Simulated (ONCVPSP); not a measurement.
## Varying the ONCV potential for iron (Fe)

Base potential:

* Element: iron
* Generator: ONCVPSP 4.0.1
* Type: optimised norm-conserving Vanderbilt (ONCV)
* Functional: PBE
* Relativity: scalar-relativistic
* Frozen core: [Ne]
* Valence charge: 16
* Reference configuration: 3s2 3p6 3d6 4s1.75 (charge +0.25)
* Partial waves: 3s+4s: rc 1.60 bohr, ncon 4, nbas 8, qcut 7.3 1/bohr, 3 projectors, debl 4 Ha; 3p: rc 0.85 bohr, ncon 4, nbas 8, qcut 10.3 1/bohr, 2 projectors, debl 2.3 Ha; 3d: rc 1.40 bohr, ncon 5, nbas 10, qcut 12.4 1/bohr, 2 projectors, debl 4 Ha; f scattering state at 0.29 Ha: rc 1.25 bohr, ncon 4, nbas 8, qcut 8.1 1/bohr, 1 projector
* Local potential: polynomial inside 0.65 bohr (lpopt 5, dvloc0 0 Ha)
* Core correction: Teter function, fcfact 3.25, rcfact 1.25

Cutoffs, loose and tight: the cutoffs (Ha) at which the residual kinetic energy of the hardest occupied pseudo-wave falls to 1 and 0.1 mHa per electron. They do not see the model core or the augmentation charge, which bear on the density cutoff. Test errors are all-electron minus pseudo excitation energies from the reference, over the configurations 3s2 3p6 3d6 4s2; 3s2 3p6 3d6 4s1; 3s2 3p6 3d6 4s0; 3s2 3p6 3d5 4s2. A dash means not determined; rows that change the core or the reference have their own tests.

| change | outcome | cutoff, loose | cutoff, tight | bound ghosts | GHOST(+) flags above zero | largest test error (meV) |
| --- | --- | --- | --- | --- | --- | --- |
| base | generated | 58 Ha | 228 Ha | none | s, f | +20 |
| d: rc 1.06 | generated | 73 Ha | 228 Ha | none | s, f | +9.8 |
| d: rc 1.18 | generated | 66 Ha | 228 Ha | none | s, f | +12 |
| d: rc 1.36 | generated | 59 Ha | 228 Ha | none | s, f | +19 |
| d: rc 1.64 | generated | 50 Ha | 228 Ha | none | s, f | +37 |
| d: rc 1.74 | generated | 47 Ha | 228 Ha | none | s, f | +47 |

Q: What comes out with this change to the base: d: rc 1.98?

A: outcome: generated; cutoff, loose: 47 Ha; cutoff, tight: 228 Ha; bound ghosts: none; GHOST(+) flags above zero: s, f; largest test error (meV): +72.

Reading the sweep of the d radius (base included, trends over the rows without a ghost): The loose cutoff falls from 73 Ha at 1.06 to 47 Ha at 1.98 bohr. A larger radius leaves more room for a smooth pseudo-wave, so fewer plane waves are needed; a smaller one forces it to follow the all-electron wave where it bends sharply. The median size of the test errors (rows with all tests solved) stays near 0.6 meV.
